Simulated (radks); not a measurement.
The numbers below are computed, except where a source is named.
All-electron atom: O2- in [Ne]. Level of theory: scalar-relativistic Kohn-Sham, PBEsol, spin-polarised, spherical densities, finite nucleus; Fermi nuclear charge, rms radius 2.6991 fm; Watson sphere of charge +2 and radius 2.79 bohr (a radial shooting solver on a logarithmic mesh with Libxc functionals).

Unscreened Slater integrals over Kohn-Sham orbitals (cm^-1). They are taken over the spin-up orbitals.

| integral | value |
|---|---|
| F0(2p,2p) | 127270 |
| F2(2p,2p) | 52453 |
| F0(2p,2s) | 143400 |
| G1(2p,2s) | 82807 |
| F0(2p,1s) | 199010 |
| G1(2p,1s) | 17001 |
| F0(2s,2s) | 164370 |
| F0(2s,1s) | 237700 |
| G0(2s,1s) | 16024 |
| F0(1s,1s) | 1035000 |
